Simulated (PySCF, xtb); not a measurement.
C4H10BN, SMILES C=CB(C)NC. One conformer was computed; it need not be the lowest.

Harmonic wavenumbers (cm⁻¹) from GFN2-xTB run with xtb at its own minimum, in rising order: 70, 83, 153, 181, 190, 239, 254, 410, 504, 594, 675, 695, 860, 866, 917, 1009, 1042, 1058, 1082, 1114, 1150, 1290, 1329, 1394, 1411, 1429, 1474, 1484, 1502, 1504, 1519, 1675, 2935, 2960, 3003, 3014, 3018, 3030, 3042, 3063, 3088, 3416.

Q: What does B3LYP-D3(BJ)/def2-SVP (PySCF 2.14.0) give at its own minimum? (An estimate is asked for; the answer gives what the named calculation found.)

A: 94, 118, 155, 196, 221, 266, 289, 424, 532, 610, 677, 699, 833, 892, 973, 1017, 1055, 1065, 1093, 1143, 1182, 1297, 1325, 1345, 1436, 1441, 1445, 1455, 1470, 1478, 1553, 1683, 3002, 3010, 3061, 3080, 3094, 3097, 3114, 3146, 3197, 3580. Paired by order, the mean absolute difference is 36 cm⁻¹ and the zero-point energies are 85.4 and 87.0 kcal/mol.
